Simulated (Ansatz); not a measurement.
Species: C2H6ClSi, charge 0, multiplicity 2. It need not be the lowest isomer of its formula. 
Geometry from a B3LYP-D3(BJ)/def2-TZVP (Ansatz, an electronic-structure program) optimisation:
SMILES: C[Si](C)Cl
```xyz
10

Si    -0.0053     0.1952    -0.5747
Cl     0.0832     0.7695     1.4328
C     -1.6214    -0.7222    -0.8418
C      1.4814    -0.8952    -0.9292
H     -2.4776    -0.0928    -0.5995
H     -1.7076    -1.0403    -1.8829
H     -1.6544    -1.6099    -0.2033
H      1.4733    -1.2175    -1.9725
H      1.4514    -1.7830    -0.2907
H      2.4144    -0.3654    -0.7372
```
Charge 0, spin multiplicity 2.

Property: atomisation energy (electronic, to ground-state atoms); the coupled-cluster value holds the core correlation from cc-pwCVTZ, in eV. Valence correlation only, unless marked. UHF or UKS for open shells. Spin-orbit coupling is left out. Non-relativistic. CBS(X,Y): correlation extrapolated as X^-3; Hartree-Fock from the larger set. The bracket is a focal-point correction in the basis named.

Level to compare with: RI-MP2/CBS(cc-pV(T+d)Z,cc-pV(Q+d)Z)+[CCSD(T)-MP2]/cc-pV(T+d)Z plus the core term (Ansatz), 37.15 eV. It is a level with limits of its own, and the differences hold the functionals' basis error too.

**Question.** Rank these functionals by how close they come to RI-MP2/CBS(cc-pV(T+d)Z,cc-pV(Q+d)Z)+[CCSD(T)-MP2]/cc-pV(T+d)Z, closest first: BHLYP/def2-TZVPD (Ansatz); r2SCAN0/def2-TZVPD (Ansatz); r2SCANh/def2-TZVPD (Ansatz).

**Answer.** r2SCANh/def2-TZVPD (hybrid meta-GGA, 37.13 eV, difference -0.02), r2SCAN0/def2-TZVPD (hybrid meta-GGA, 36.94 eV, difference -0.21), BHLYP/def2-TZVPD (global hybrid, 36.06 eV, difference -1.09)
